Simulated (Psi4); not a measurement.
C$_{4}$H$_{7}$O$_{2}$S, doublet, geometry from GFN2-xTB; SVWN/cc-pVDZ (Psi4).

Input for Psi4:
```
memory 2 GB

molecule mol {
0 2
O     0.091063    1.534203    1.189748
S     0.044243    0.737447   -0.007449
O     0.036815    1.430538   -1.267095
C     1.394214   -0.603253    0.017198
C     0.611816   -1.752905   -0.346620
C    -0.714422   -1.780786    0.333263
C    -1.382310   -0.432975    0.052708
H     2.200447   -0.336513   -0.654466
H     1.705996   -0.559750    1.059189
H     0.730226   -2.222745   -1.307283
H    -0.576255   -1.880285    1.414466
H    -1.332701   -2.607230   -0.015917
H    -1.851743   -0.392704   -0.924870
H    -2.062673   -0.098336    0.827538
}

set {
  basis cc-pvdz
  reference uks
  basis_guess sto-3g
}

energy('svwn')
print_variables()
```

What the program printed (banner, timings and long lists left out):

```
  //>>>>>>>>>>>>>>>>>>>>>>>>>>>>>>>>>>>//
  //      Guess SCF, STO-3G Basis      //
  //<<<<<<<<<<<<<<<<<<<<<<<<<<<<<<<<<<<//

   => Loading Basis Set <=

    Name: STO-3G
    Role: ORBITAL
    Keyword: BASIS

         ---------------------------------------------------------
                           SCF Castup computation
         ---------------------------------------------------------
                                   SCF
               by Justin Turney, Rob Parrish, Andy Simmonett
                          and Daniel G. A. Smith
                              UKS Reference
         ---------------------------------------------------------

  ==> Geometry <==

    Molecular point group: c1
    Full point group: C1

    Geometry (in Angstrom), charge = 0, multiplicity = 2:

       Center              X                  Y                   Z               Mass
    ------------   -----------------  -----------------  -----------------  -----------------
         O            0.081186022331     1.466997859199     1.193066477123    15.994914619570
         S            0.034366022331     0.670241859199    -0.004130522877    31.972071174400
         O            0.026938022331     1.363332859199    -1.263776522877    15.994914619570
         C            1.384337022331    -0.670458140801     0.020516477123    12.000000000000
         C            0.601939022331    -1.820110140801    -0.343301522877    12.000000000000
         C           -0.724298977669    -1.847991140801     0.336581477123    12.000000000000
         C           -1.392186977669    -0.500180140801     0.056026477123    12.000000000000
         H            2.190570022331    -0.403718140801    -0.651147522877     1.007825032230
         H            1.696119022331    -0.626955140801     1.062507477123     1.007825032230
         H            0.720349022331    -2.289950140801    -1.303964522877     1.007825032230
         H           -0.586131977669    -1.947490140801     1.417784477123     1.007825032230
         H           -1.342577977669    -2.674435140801    -0.012598522877     1.007825032230
         H           -1.861619977669    -0.459909140801    -0.921551522877     1.007825032230
         H           -2.072549977669    -0.165541140801     0.830856477123     1.007825032230

  Running in c1 symmetry.

  Rotational constants: A =      0.12676  B =      0.06997  C =      0.06430 [cm^-1]
  Rotational constants: A =   3800.28852  B =   2097.74784  C =   1927.52709 [MHz]
  Nuclear repulsion =  416.837054587797240

  Charge       = 0
  Multiplicity = 2
  Electrons    = 63
  Nalpha       = 32
  Nbeta        = 31

  ==> Algorithm <==

  SCF Algorithm Type is DF.
  DIIS enabled.
  MOM disabled.
  Fractional occupation disabled.
  Guess Type is SAD.
  Energy threshold   = 1.00e-06
  Density threshold  = 1.00e-06
  Integral threshold = 1.00e-12

  ==> Primary Basis <==

  Basis Set: STO-3G
    Blend: STO-3G
    Number of shells: 30
    Number of basis functions: 46
    Number of Cartesian functions: 46
    Spherical Harmonics?: true
    Max angular momentum: 1

  ==> DFT Potential <==

   => LibXC <=

    Version 7.1.2
    S. Lehtola, C. Steigemann, M. J. T. Oliveira, and M. A. L. Marques,  SoftwareX 7, 1–5 (2018) (10.1016/j.softx.2017.11.002)

   => Composite Functional: SVWN <=

    Slater exchange
    Vosko, Wilk & Nusair (VWN5_RPA)
    P. A. M. Dirac,  Math. Proc. Cambridge Philos. Soc. 26, 376 (1930) (10.1017/S0305004100016108)
    F. Bloch,  Z. Phys. 57, 545 (1929) (10.1007/BF01340281)
    S. H. Vosko, L. Wilk, and M. Nusair,  Can. J. Phys. 58, 1200 (1980) (10.1139/p80-159)

    Deriv               =              1
    GGA                 =          FALSE
    Meta                =          FALSE

    Exchange Hybrid     =          FALSE
    MP2 Hybrid          =          FALSE

   => Exchange Functionals <=

    1.0000         XC_LDA_X

   => Correlation Functionals <=

    1.0000   XC_LDA_C_VWN_RPA

   => LibXC Density Thresholds  <==

[...]
  @DF-UKS Final Energy:  -693.83942859321519
    Total Energy =                       -693.8394285932151888
[...]
    Using symmetric orthogonalization.

  ==> Pre-Iterations <==

  SCF Guess: Orbitals guess was supplied from a previous computation.

   -------------------------
    Irrep   Nso     Nmo
   -------------------------
     A        137     137
   -------------------------
    Total     137     137
   -------------------------

  ==> Iterations <==

                           Total Energy        Delta E     RMS |[F,P]|

   @DF-UKS iter   0:  -701.71111613470975   -7.01711e+02   1.05888e-02
   @DF-UKS iter   1:  -702.11356888790033   -4.02453e-01   7.54151e-03 DIIS/ADIIS
   @DF-UKS iter   2:  -701.09688124956131    1.01669e+00   1.39299e-02 DIIS/ADIIS
   @DF-UKS iter   3:  -702.49907784756169   -1.40220e+00   9.91350e-04 DIIS/ADIIS
   @DF-UKS iter   4:  -702.50141461477926   -2.33677e-03   8.40037e-04 DIIS/ADIIS
   @DF-UKS iter   5:  -702.50821467105141   -6.80006e-03   1.62035e-04 DIIS/ADIIS
   @DF-UKS iter   6:  -702.50847914451606   -2.64473e-04   5.77798e-05 DIIS
   @DF-UKS iter   7:  -702.50850993204153   -3.07875e-05   1.11237e-05 DIIS
   @DF-UKS iter   8:  -702.50851100214436   -1.07010e-06   4.45059e-06 DIIS
   @DF-UKS iter   9:  -702.50851110887527   -1.06731e-07   2.97612e-06 DIIS
   @DF-UKS iter  10:  -702.50851117381546   -6.49402e-08   5.45424e-07 DIIS
  Energy and wave function converged.

  ==> Post-Iterations <==

   Electrons on quadrature grid:
      Nalpha   =   31.9999847336 ; deviation = -1.527e-05
      Nbeta    =   30.9999887483 ; deviation = -1.125e-05
      Ntotal   =   62.9999734819 ; deviation = -2.652e-05

   @Spin Contamination Metric:   1.918007107E-03
   @S^2 Expected:                7.500000000E-01
   @S^2 Observed:                7.519180071E-01
   @S   Expected:                5.000000000E-01
   @S   Observed:                5.000000000E-01

    Orbital Energies [Eh]
    ---------------------

    Alpha Occupied:

[...]
    Alpha Virtual:

[...]
    Beta Occupied:

[...]
      31A     -0.267406

    Beta Virtual:

[...]
     137A      3.266855

    Final Occupation by Irrep:
              A
    DOCC [    31 ]
    SOCC [     1 ]
    NA   [    32 ]
    NB   [    31 ]

  @DF-UKS Final Energy:  -702.50851117381546

   => Energetics <=

    Nuclear Repulsion Energy =            416.8370545877972404
    One-Electron Energy =               -1793.9521297136386693
    Two-Electron Energy =                 739.2687210482922637
    DFT Exchange-Correlation Energy =     -64.6621570962662702
    Empirical Dispersion Energy =           0.0000000000000000
    VV10 Nonlocal Energy =                  0.0000000000000000
    Total Energy =                       -702.5085111738154637

  UHF NO Occupations:
  HONO-2 :   30  A 1.9997874
  HONO-1 :   31  A 1.9995774
  HONO-0 :   32  A 1.0000000
  LUNO+0 :   33  A 0.0004226
  LUNO+1 :   34  A 0.0002126
  LUNO+2 :   35  A 0.0001521
  LUNO+3 :   36  A 0.0001245

Computation Completed

Properties will be evaluated at   0.000000,   0.000000,   0.000000 [a0]

Properties computed using the SCF density matrix

 Multipole Moments:

 ------------------------------------------------------------------------------------
     Multipole            Electronic (a.u.)      Nuclear  (a.u.)        Total (a.u.)
 ------------------------------------------------------------------------------------

 L = 1.  Multiply by 2.5417464519 to convert [e a0] to [Debye]
 Dipole X            :          0.9561307           -1.1758870           -0.2197563
 Dipole Y            :          6.4391601           -8.0009509           -1.5617908
 Dipole Z            :         -0.3600168            0.3950568            0.0350400
 Magnitude           :                                                    1.5775649

 ------------------------------------------------------------------------------------

  Variable Map:
  ----------------------------------------------------------------------------
[...]
  Array Variable Map:
  ----------------------------------------------------------------------------
[...]
[...]
```
